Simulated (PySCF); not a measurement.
# A survey of $^{33}$S NMR shifts

- PBE0/pcSseg-1 with gauge-including orbitals
- geometry: GFN2-xTB
- program: PySCF
- no solvent model, equivalent nuclei averaged, single conformer, no relativistic terms

Shieldings were converted by a linear fit to measured shifts: $^{33}$S: δ = 158.28 − 0.937σ (rms 33.3 ppm, 20 shifts vs sulfate, solution or neat liquid). A few per cent of atoms miss by over 2 rms, more outside the fitted compound classes.

Question: Give the $^{33}$S shifts of `[SiH3]C[C@@H]1C[C@@]12C[C@@H]2S[SiH3]`, `C=C(C(=O)O)[S@](C)=O`.

Answer: 
```json
{"compound": "[SiH3]C[C@@H]1C[C@@]12C[C@@H]2S[SiH3]", "environment": "sulfur bonded to C, Si", "δ (ppm)": "-458"}
{"compound": "C=C(C(=O)O)[S@](C)=O", "environment": "sulfoxide sulfur", "δ (ppm)": "-17"}
```

Question: Order these by $^{33}$S shift, lowest first.
A. CCc1csc2cc[nH]c12
B. C#CCS(=O)(=O)OC
C. C=C(C)[C@@H]1C[SiH2][C@H]1S[SiH3]

Answer: C (-433 ppm, sulfur bonded to C, Si), A (-197 ppm, aromatic ring sulfur), B (-18 ppm, sulfonyl sulfur).
